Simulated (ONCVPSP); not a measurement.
**boron (B): excitation energies, all-electron against ONCV**

B, optimised norm-conserving Vanderbilt (ONCV), made with ONCVPSP 4.0.1 (PBE, scalar-relativistic). Core [He], reference 2s1.5 (charge +1.5). Waves: 2s: rc 1.50 bohr, ncon 4, nbas 8, qcut 5.4 1/bohr, 3 projectors, debl 3 Ha; p scattering state at 0.03 Ha: rc 1.40 bohr, ncon 3, nbas 7, qcut 5.3 1/bohr, 2 projectors, debl 0.4 Ha; d scattering state at 0.23 Ha: rc 1.40 bohr, ncon 3, nbas 7, qcut 7.5 1/bohr, 1 projector. Local part: polynomial inside 0.95 bohr (lpopt 5, dvloc0 0 Ha). Core correction: Teter function, fcfact 2, rcfact 1.2.

In the p channel the program set the typed energies aside and used 0.050, 0.450 Ha.

Energies are relative to the spin-unpolarised reference configuration 2s1.5; without spin polarisation the order of configurations can differ from experiment.

| valence configuration | charge | ΔE all-electron (eV) | error AE − PS (meV) |
| --- | --- | --- | --- |
| 2s2 2p1 | 0 | -19.432 | +59 |
| 2s2 | +1 | -11.213 | +3.6 |
| 2s0 2p3 | 0 | -7.711 | +193 |

(1) What are ΔE and the potential's error for 2s1?

Results:

(1) ΔE = 14.210 eV all-electron; the error (AE − PS) is +8.7 meV.
